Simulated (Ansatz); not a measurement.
Sn₃O₃F₆⁺, that is cyclo-(F2SnO)3 with one electron fewer. Total charge 1; doublet. Geometry PBE-D4/def2-SVP, that of the neutral singlet; atoms count from 1.

```
atom   x (Å)   y (Å)   z (Å)
 Sn1  -1.628  -0.926  -0.711
  F2  -3.476  -0.608  -0.245
  F3  -1.617  -2.362  -2.005
  O4  -0.647  -1.425   0.948
 Sn5   1.260  -0.945   1.260
  F6   1.635  -1.106   3.146
  F7   2.424  -2.184   0.333
  O8   1.658   0.904   0.644
 Sn9   0.408   1.900  -0.542
 F10  -0.643   3.127   0.525
 F11   1.421   2.949  -1.805
 O12  -0.795   0.675  -1.549
```

In the def2 sets Sn takes a core potential; there is no spin–orbit coupling.

Question: Estimate the Mulliken populations from the PBE0/def2-SVP orbitals of Ansatz.

Answer: 
| atom | charge (e) | spin (α − β) |
| --- | --- | --- |
| Sn1 | 1.49 | -0.08 |
| F2 | -0.33 | 0.00 |
| F3 | -0.33 | 0.00 |
| O4 | -0.49 | 0.43 |
| Sn5 | 1.49 | -0.05 |
| F6 | -0.32 | 0.01 |
| F7 | -0.33 | 0.00 |
| O8 | -0.51 | 0.30 |
| Sn9 | 1.49 | -0.05 |
| F10 | -0.33 | 0.00 |
| F11 | -0.32 | 0.01 |
| O12 | -0.49 | 0.43 |
Mulliken values and Mayer orders depend strongly on the basis.

Question: Where does the spin sit?

Answer: Summed by element: Sn -0.17, F 0.02, O 1.16, of 1 unpaired in all. Largest on single atoms: O4 0.43, O12 0.43, O8 0.30.

Question: And the Mayer bond orders between bonded heavy atoms (over 0.3)?

Answer: Sn1–F2 1.00 (1.93 Å); Sn1–F3 1.00 (1.93 Å); Sn1–O4 0.78 (1.99 Å); Sn1–O12 0.79 (1.99 Å); O4–Sn5 0.76 (1.99 Å); Sn5–F6 1.00 (1.93 Å); Sn5–F7 0.99 (1.94 Å); Sn5–O8 0.82 (1.99 Å); O8–Sn9 0.82 (1.99 Å); Sn9–F10 0.99 (1.94 Å); Sn9–F11 1.01 (1.93 Å); Sn9–O12 0.76 (1.99 Å).
